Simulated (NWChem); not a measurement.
System: C2H3BFNO; SMILES CB(F)OC#N

```xyz
9

C      0.7163     2.1669     0.0011
B     -0.0171     0.8014     0.0001
F     -1.3296     0.6833     0.0000
O      0.7202    -0.3813    -0.0002
C      0.2049    -1.5614    -0.0001
N     -0.1912    -2.6506    -0.0001
H      0.4114     2.7518     0.8842
H      0.4056     2.7569    -0.8766
H      1.8089     2.0665    -0.0026
```
Atoms are numbered in this order, from 1.

Coordinates come from a PBE0/def2-SVP optimisation.

### Question
Give the principal values of the shielding tensors (ppm) of C1, B2, F3, O4, C5 from LDA (Slater exchange, VWN5)/pcSseg-1, GIAO (NWChem), with their diamagnetic and paramagnetic parts as GIAO splits them.

### Answer
| atom | σ11 | σ22 | σ33 | isotropic | diamagnetic | paramagnetic |
|---|---|---|---|---|---|---|
| C1 | 175.1 | 185.9 | 196.1 | 185.7 | 256.8 | -71.1 |
| B2 | 25.1 | 75.6 | 80.0 | 60.2 | 195.1 | -134.9 |
| F3 | 17.2 | 220.7 | 383.3 | 207.0 | 470.4 | -263.3 |
| O4 | 103.4 | 208.6 | 254.0 | 188.7 | 394.1 | -205.5 |
| C5 | -42.8 | -41.9 | 289.3 | 68.2 | 258.3 | -190.1 |
